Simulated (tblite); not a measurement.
Species: C4H10BFS.
Bonds: F1–B2, B2–S3, S3–C4, C4–C5, C5–C6, C6–C7, S3–C7. Hydrogens: H8, H9 on B2; H10, H11 on C4; H12, H13 on C5; H14, H15 on C6; H16, H17 on C7.

Computed with GFN2-xTB (tblite), gas phase: L-BFGS steps from a force-field or distance-geometry start until the largest atomic force falls under 0.01 eV/Å.

Step 75: E = -624.2198 eV
```
atom  x, y, z in Å  |  force x, y, z in eV/Å
F1      1.9882   -0.8861   -0.6383    0.026  -0.020   0.028
B2      2.3779    0.2441    0.0360    0.009   0.013  -0.042
S3      0.5857    1.1378    0.5054    0.019   0.025  -0.020
C4     -0.3276    0.8499   -1.0662   -0.009   0.010   0.007
C5     -1.1401   -0.4221   -0.8758   -0.013   0.005  -0.004
C6     -1.5578   -0.4451    0.5901   -0.009  -0.008  -0.026
C7     -0.2703   -0.2355    1.3651   -0.024  -0.045  -0.005
H8      2.8986    1.0544   -0.6574   -0.013  -0.020  -0.004
H9      2.8588    0.0247    1.0973   -0.017  -0.011   0.010
H10    -0.9641    1.7200   -1.2191    0.014   0.021  -0.015
H11     0.3959    0.7666   -1.8731   -0.004   0.036   0.015
H12    -2.0006   -0.4329   -1.5440   -0.009   0.007  -0.021
H13    -0.5154   -1.2886   -1.0975   -0.008  -0.002   0.031
H14    -2.2520    0.3748    0.7908    0.002  -0.044   0.007
H15    -2.0347   -1.3863    0.8642    0.021   0.004   0.005
H16     0.3725   -1.1119    1.3102    0.023  -0.018   0.005
H17    -0.4218    0.0482    2.4023   -0.006   0.049   0.030
```

Step 76: E = -624.2204 eV
```
atom  x, y, z in Å  |  force x, y, z in eV/Å
F1      1.9834   -0.8913   -0.6328    0.024  -0.022   0.027
B2      2.3742    0.2413    0.0371    0.025   0.006  -0.032
S3      0.5884    1.1401    0.5031   -0.015   0.008  -0.003
C4     -0.3293    0.8533   -1.0661   -0.003  -0.002   0.004
C5     -1.1379   -0.4216   -0.8769   -0.027   0.004  -0.004
C6     -1.5552   -0.4474    0.5890    0.002  -0.004  -0.014
C7     -0.2690   -0.2334    1.3647   -0.010  -0.024   0.001
H8      2.8992    1.0458   -0.6592   -0.011  -0.014  -0.008
H9      2.8538    0.0254    1.1005   -0.016  -0.012  -0.001
H10    -0.9670    1.7233   -1.2158    0.012   0.009  -0.013
H11     0.3915    0.7719   -1.8754    0.005   0.041   0.010
H12    -1.9993   -0.4318   -1.5432   -0.023   0.006  -0.033
H13    -0.5137   -1.2875   -1.1031   -0.002   0.013   0.043
H14    -2.2520    0.3706    0.7894    0.000  -0.054   0.009
H15    -2.0267   -1.3910    0.8657    0.015   0.018  -0.011
H16     0.3755   -1.1084    1.3116    0.022  -0.016   0.010
H17    -0.4228    0.0526    2.4015    0.001   0.043   0.014
```

Step 77: E = -624.2210 eV
```
atom  x, y, z in Å  |  force x, y, z in eV/Å
F1      1.9799   -0.8975   -0.6261    0.019  -0.025   0.017
B2      2.3711    0.2384    0.0382    0.030  -0.003  -0.024
S3      0.5903    1.1421    0.5004   -0.042  -0.011   0.016
C4     -0.3316    0.8569   -1.0662    0.000  -0.010   0.005
C5     -1.1362   -0.4212   -0.8784   -0.029   0.009  -0.001
C6     -1.5527   -0.4494    0.5876    0.012   0.001   0.004
C7     -0.2675   -0.2320    1.3639    0.006   0.004   0.004
H8      2.8990    1.0376   -0.6612   -0.003  -0.008  -0.012
H9      2.8482    0.0253    1.1035   -0.006  -0.007  -0.001
H10    -0.9706    1.7267   -1.2126    0.004  -0.001  -0.010
H11     0.3870    0.7795   -1.8771    0.017   0.037  -0.003
H12    -1.9977   -0.4324   -1.5442   -0.035   0.009  -0.037
H13    -0.5114   -1.2861   -1.1071    0.006   0.023   0.049
H14    -2.2508    0.3669    0.7893   -0.008  -0.055   0.005
H15    -2.0198   -1.3943    0.8672    0.008   0.019  -0.026
H16     0.3792   -1.1058    1.3127    0.016  -0.011   0.016
H17    -0.4233    0.0574    2.4000    0.006   0.031  -0.001
```

Step 78: E = -624.2215 eV
```
atom  x, y, z in Å  |  force x, y, z in eV/Å
F1      1.9771   -0.9038   -0.6191    0.014  -0.025   0.006
B2      2.3690    0.2353    0.0389    0.028  -0.018  -0.004
S3      0.5911    1.1440    0.4979   -0.053  -0.024   0.030
C4     -0.3344    0.8601   -1.0664    0.004  -0.009   0.000
C5     -1.1353   -0.4208   -0.8802   -0.025   0.014  -0.005
C6     -1.5500   -0.4513    0.5861    0.017   0.000   0.017
C7     -0.2659   -0.2307    1.3631    0.021   0.026   0.012
H8      2.8991    1.0295   -0.6632    0.007   0.001  -0.020
H9      2.8427    0.0247    1.1065    0.002   0.002  -0.004
H10    -0.9744    1.7300   -1.2093   -0.004  -0.013  -0.007
H11     0.3830    0.7883   -1.8788    0.019   0.026  -0.010
H12    -1.9966   -0.4336   -1.5464   -0.034   0.011  -0.027
H13    -0.5091   -1.2847   -1.1099    0.011   0.032   0.048
H14    -2.2498    0.3625    0.7898   -0.022  -0.040   0.002
H15    -2.0134   -1.3968    0.8682   -0.001   0.005  -0.036
H16     0.3831   -1.1032    1.3143    0.007  -0.002   0.019
H17    -0.4232    0.0625    2.3985    0.009   0.015  -0.019
```

Problem. Estimate the geometry and energy of step 79. (The exact step hangs on the optimiser's Hessian estimate; all steps are aligned on step 78, rigid shifts and turns removed.)

Solution. E = -624.2221 eV, largest force 0.059 eV/Å
```
atom  x, y, z in Å  |  force x, y, z in eV/Å
F1      1.9754   -0.9103   -0.6135    0.009  -0.020  -0.004
B2      2.3683    0.2313    0.0392    0.019  -0.030   0.013
S3      0.5913    1.1453    0.4955   -0.042  -0.027   0.031
C4     -0.3375    0.8633   -1.0667    0.005  -0.002  -0.008
C5     -1.1350   -0.4205   -0.8822   -0.011   0.020  -0.006
C6     -1.5472   -0.4533    0.5848    0.014   0.002   0.023
C7     -0.2642   -0.2287    1.3627    0.025   0.032   0.011
H8      2.9007    1.0217   -0.6647    0.012   0.004  -0.024
H9      2.8375    0.0226    1.1094    0.010   0.011  -0.008
H10    -0.9789    1.7331   -1.2051   -0.013  -0.022  -0.005
H11     0.3783    0.7986   -1.8813    0.019   0.010  -0.011
H12    -1.9961   -0.4350   -1.5496   -0.024   0.011  -0.006
H13    -0.5064   -1.2828   -1.1117    0.013   0.037   0.040
H14    -2.2497    0.3568    0.7901   -0.034  -0.019   0.002
H15    -2.0072   -1.3996    0.8684   -0.006  -0.015  -0.042
H16     0.3869   -1.1002    1.3182   -0.002   0.007   0.019
H17    -0.4232    0.0696    2.3966    0.007   0.002  -0.025
```

The energy changes by -0.0006 eV. The first-order estimate −F·Δx gives -0.0008 eV and the mean of the old and new forces, exact on a quadratic surface, -0.0006 eV. The step makes an angle of 77° with the force vector and moves no atom by more than 0.012 Å.

What follows is the cost of the whole relaxation. On one thread of an Arm Neoverse N1, no GPU, shared host with 64 logical CPUs at a one-minute load of 55, this took 1.1 s.
